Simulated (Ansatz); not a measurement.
```yaml
crystal:
  periodic: [false, false, false]
  atoms:
    - {symbol: F, position_ang: [-0.685769, 0.851683, 1.785584]}
    - {symbol: C, position_ang: [0.021014, 0.831039, 0.636698]}
    - {symbol: O, position_ang: [0.888663, -0.271045, 0.614909]}
    - {symbol: Si, position_ang: [0.039073, -0.842874, -0.708073]}
    - {symbol: O, position_ang: [-0.822597, 0.568329, -0.452887]}
    - {symbol: H, position_ang: [0.544995, 1.786229, 0.547804]}
    - {symbol: H, position_ang: [-0.703791, -2.106659, -0.510979]}
    - {symbol: H, position_ang: [0.810510, -0.873901, -1.968757]}
basis:
  gaussian: {orbitals: "6-31++G**", nuclear_model: gaussian, point_charges: [{charge: 1.00, position_ang: [3.446, 0.912, -0.741]}]}
total_charge: 1
magnetization: {spin_polarized: true, initial_magnetization: 1}
hamiltonian: {xc: {name: LC-wPBE}}
output: {forces: true}
```

```sh
$ ansatz run in.yaml --threads 2 --pin off --events-out ev --progress --plain --max-ram 4352MiB
```

It prints (some lines left out):

```
Functional definition: LC-wPBE
1071 factors; their error is unknown
404 factors; integrals over basis functions are off by at most 2.5e-5 eV
mean field evaluation 1: about -15738.3140 eV, gradient 6.2e1 eV
mean field evaluation 2: about -15725.8882 eV, gradient 8.4e1 eV
mean field evaluation 4: about -15752.5861 eV, gradient 6.1e0 eV
mean field evaluation 8: about -15752.9323 eV, gradient 6.1e-1 eV
mean field evaluation 16: about -15752.9266 eV, gradient 1.5e-1 eV
mean field evaluation 32: about -15752.9272 eV, gradient 1.7e-4 eV
mean field -15752.92717931 eV, -578.9093961220 hartree, gradient 4.2e-6 eV, S^2 0.762844; 4 other end points of the search recorded, 0 dependent functions left out
reference -15752.92717932 eV, -578.9093961226 hartree; 24, 23 occupied and 93, 94 virtual orbitals, 1071 factors
Total energy: -15752.92717932 eV, -578.9093961226 hartree
Atom 0 at    -0.685769     0.851683     1.785584 Å, force     0.488407     0.158137    -1.157846 eV/Å
Atom 1 at     0.021014     0.831039     0.636698 Å, force    -0.657854    -0.672687     2.893708 eV/Å
Atom 2 at     0.888663    -0.271045     0.614909 Å, force     0.473450     0.513604    -0.254662 eV/Å
Atom 3 at     0.039073    -0.842874    -0.708073 Å, force     0.897850    -1.555311    -0.699162 eV/Å
Atom 4 at    -0.822597     0.568329    -0.452887 Å, force    -1.163695     1.145126    -0.359352 eV/Å
Atom 5 at     0.544995     1.786229     0.547804 Å, force     0.006656     0.526217    -0.478330 eV/Å
Atom 6 at    -0.703791    -2.106659    -0.510979 Å, force    -0.601564    -0.330270     0.215536 eV/Å
Atom 7 at     0.810510    -0.873901    -1.968757 Å, force    -0.062916     0.140293    -0.257236 eV/Å
Dipole moment:    -0.183846    -0.511064    -0.842453 e Å
```

Run time 18 s (2 threads of an Intel Xeon Platinum 8375C on a shared host); peak host memory 0.39 GiB.
